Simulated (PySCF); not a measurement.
# Bond curve of SrLi

Set-up: basis Sr x2c-SVPall, Li x2c-SVPall; spin-free X2C with a Gaussian nucleus; PySCF 2.14. Energies in eV from Sr + Li in their ground configurations at the same level. State: ²Σ⁺ (doublet), unpaired electrons σ ↑.

```json
{"R (Å)": "3.125", "LC-ωPBE": "-0.2347", "ROHF-CCSD(T)": "", "PBE": "-0.2547"}
{"R (Å)": "3.271", "LC-ωPBE": "-0.3203", "ROHF-CCSD(T)": "-0.1628", "PBE": "-0.3324"}
{"R (Å)": "3.416", "LC-ωPBE": "-0.3659", "ROHF-CCSD(T)": "-0.2154", "PBE": "-0.3749"}
{"R (Å)": "3.525", "LC-ωPBE": "-0.3801", "ROHF-CCSD(T)": "-0.2357", "PBE": "-0.3892"}
{"R (Å)": "3.634", "LC-ωPBE": "-0.3814", "ROHF-CCSD(T)": "-0.2448", "PBE": "-0.3921"}
{"R (Å)": "3.743", "LC-ωPBE": "-0.3730", "ROHF-CCSD(T)": "-0.2455", "PBE": "-0.3864"}
{"R (Å)": "3.888", "LC-ωPBE": "-0.3512", "ROHF-CCSD(T)": "-0.2369", "PBE": "-0.3690"}
{"R (Å)": "4.070", "LC-ωPBE": "-0.3138", "ROHF-CCSD(T)": "-0.2169", "PBE": "-0.3373"}
{"R (Å)": "4.288", "LC-ωPBE": "-0.2633", "ROHF-CCSD(T)": "-0.1870", "PBE": "-0.2921"}
{"R (Å)": "4.579", "LC-ωPBE": "-0.1983", "ROHF-CCSD(T)": "", "PBE": "-0.2303"}
```

Q: Put a parabola through the three lowest points of the LC-ωPBE curve and estimate Re, k and ωe (reduced mass 6.497 u; 1 eV/Å² = 0.16022 mdyn/Å; ωe = 1302.8·√(k/μ) cm⁻¹).

A: Through R = 3.525, 3.634, 3.743 Å the second-order coefficient is 0.408 eV/Å², so Re ≈ 3.594 Å, k ≈ 0.131 mdyn/Å and ωe ≈ 185 cm⁻¹. A polynomial fit of higher order to the unrounded LC-ωPBE energies gives Re = 3.591 Å, k = 0.147 mdyn/Å, ωe = 196 cm⁻¹; anharmonicity and rounding make the difference.

The higher-order fit for each curve: LC-ωPBE: Re = 3.591 Å, ωe = 196 cm⁻¹, De = 0.382 eV; ROHF-CCSD(T): Re = 3.697 Å, ωe = 157 cm⁻¹, De = 0.246 eV; PBE: Re = 3.612 Å, ωe = 179 cm⁻¹, De = 0.392 eV.

Correlated steps freeze 9 core orbitals. The bond is weak. Basis-set superposition, not corrected here, can be much of De in a small basis, most of all at correlated wavefunction levels. Functionals without a dispersion term scatter widely for such bonds, and LDA overbinds them. Spin–orbit coupling is left out. The state is the lowest determinant that a PBE0 search found; another state may lie lower at other levels.
